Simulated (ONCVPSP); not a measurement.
## Logarithmic derivatives: Sn (Z = 50), ONCV

- Element: tin (Sn)
- Generator: ONCVPSP 4.0.1
- Type: optimised norm-conserving Vanderbilt (ONCV)
- Functional: PBEsol
- Relativity: fully relativistic
- Frozen core: [Ar] 3d10
- Valence charge: 22
- Reference configuration: 4s2 4p6 4d10 5s2 5p1 (charge +1)
- Partial waves: 4s+5s: rc 1.25 bohr, ncon 4, nbas 8, qcut 10.6 1/bohr, 2 projectors; 4p+5p: rc 1.30 bohr, ncon 4, nbas 8, qcut 13.1 1/bohr, 2 projectors; 4d: rc 1.40 bohr, ncon 4, nbas 7, qcut 9.3 1/bohr, 1 projector
- Local potential: polynomial inside 0.85 bohr (lpopt 5, dvloc0 0 Ha)
- Core correction: Teter function, fcfact 2.25, rcfact 1.45

Open shells are filled in proportion to 2j + 1.

The phase is arctan(r·R′/R) of the radial function R(r), unwrapped; energies in Ha, scanned from -7 to 5 Ha. A pole is an energy at which the radial function vanishes at the test radius. The pseudo phase is shifted by a multiple of π to meet the all-electron one at the reference energy, and phase errors are pseudo minus all-electron; the curves can meet again beyond the range given. Levels narrower than the energy grid can be missing from the lists of poles.

**Question.** For each channel, where are the poles, and over which energies does the pseudopotential scatter like the atom?

**Answer.**

```csv
channel,radius (bohr),reference energy (Ha),"poles, all-electron","poles, pseudo",unbroken range about the reference energy with phases within 0.05 rad,phase error 1 Ha above the reference energy (rad)
s,1.27,-0.66,-4.20,-4.20,the whole range,-0.000
p3/2,1.32,-0.37,-2.39,-2.39,the whole range,-0.000
p1/2,1.32,-0.39,-2.81,-2.81,the whole range,-0.000
d5/2,1.42,-1.23,0.01,0.01,the whole range,+0.000
d3/2,1.42,-1.26,-0.07,-0.07,the whole range,+0.000
```

Phases in the d5/2 channel:

| E (Ha) | all-electron | pseudo |
| --- | --- | --- |
| -6.96 | 1.306 | 1.306 |
| -6.64 | 1.295 | 1.295 |
| -6.32 | 1.283 | 1.283 |
| -6.00 | 1.270 | 1.270 |
| -5.68 | 1.254 | 1.254 |
| -5.36 | 1.236 | 1.236 |
| -5.04 | 1.215 | 1.215 |
| -4.72 | 1.189 | 1.189 |
| -4.40 | 1.157 | 1.157 |
| -4.08 | 1.117 | 1.117 |
| -3.76 | 1.064 | 1.064 |
| -3.44 | 0.991 | 0.991 |
| -3.12 | 0.885 | 0.885 |
| -2.80 | 0.718 | 0.717 |
| -2.48 | 0.436 | 0.436 |
| -2.16 | -0.023 | -0.024 |
| -1.84 | -0.567 | -0.568 |
| -1.52 | -0.967 | -0.967 |
| -1.20 | -1.206 | -1.206 |
| -0.88 | -1.353 | -1.353 |
| -0.56 | -1.452 | -1.452 |
| -0.24 | -1.525 | -1.525 |
| 0.08 | -1.583 | -1.583 |
| 0.40 | -1.632 | -1.632 |
| 0.72 | -1.676 | -1.676 |
| 1.04 | -1.718 | -1.718 |
| 1.36 | -1.761 | -1.762 |
| 1.68 | -1.807 | -1.808 |
| 2.00 | -1.859 | -1.860 |
| 2.32 | -1.920 | -1.922 |
| 2.64 | -1.996 | -1.999 |
| 2.96 | -2.097 | -2.102 |
| 3.28 | -2.237 | -2.245 |
| 3.60 | -2.442 | -2.455 |
| 3.92 | -2.741 | -2.763 |
| 4.24 | -3.133 | -3.164 |
| 4.56 | -3.531 | -3.562 |
| 4.88 | -3.840 | -3.865 |
